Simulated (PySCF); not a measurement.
Pb(SiH3)2, H₆PbSi₂, SMILES [SiH3][Pb][SiH3], PBE0/def2-SVP optimised geometry.

```
9

Pb     1.68    -1.28     0.00
Si     1.43     0.85    -1.70
H      1.13     2.05    -0.84
H      0.31     0.72    -2.68
H      2.68     1.17    -2.47
Si    -1.06    -1.28     0.00
H     -1.48    -1.95    -1.28
H     -1.67     0.09     0.00
H     -1.68    -2.05     1.13
```

Density from PBE0/def2-TZVP, def2 effective core potentials past Kr (PySCF) at that geometry. The core electrons that the potentials of Pb replace are not part of the density.

Minimum of the electron density along straight lines between bonded atoms, close to the bond critical point (lines longer than 1.1 times the sum of covalent radii, or with two minima, are not listed):

| bond | length / Å | ρ at the minimum / e bohr⁻³ | ∇²ρ there / e bohr⁻⁵ | position (fraction from the first atom) |
|---|---|---|---|---|
| Pb1–Si2 | 2.736 | 0.062 | -0.01 | 0.52 |
| Si2–H3 | 1.503 | 0.114 | 0.15 | 0.49 |
| Si2–H4 | 1.500 | 0.116 | 0.15 | 0.49 |
| Si2–H5 | 1.500 | 0.116 | 0.15 | 0.49 |
| Pb1–Si6 | 2.736 | 0.062 | -0.01 | 0.52 |
| Si6–H7 | 1.503 | 0.114 | 0.15 | 0.49 |
| Si6–H8 | 1.500 | 0.116 | 0.15 | 0.49 |
| Si6–H9 | 1.500 | 0.116 | 0.15 | 0.49 |
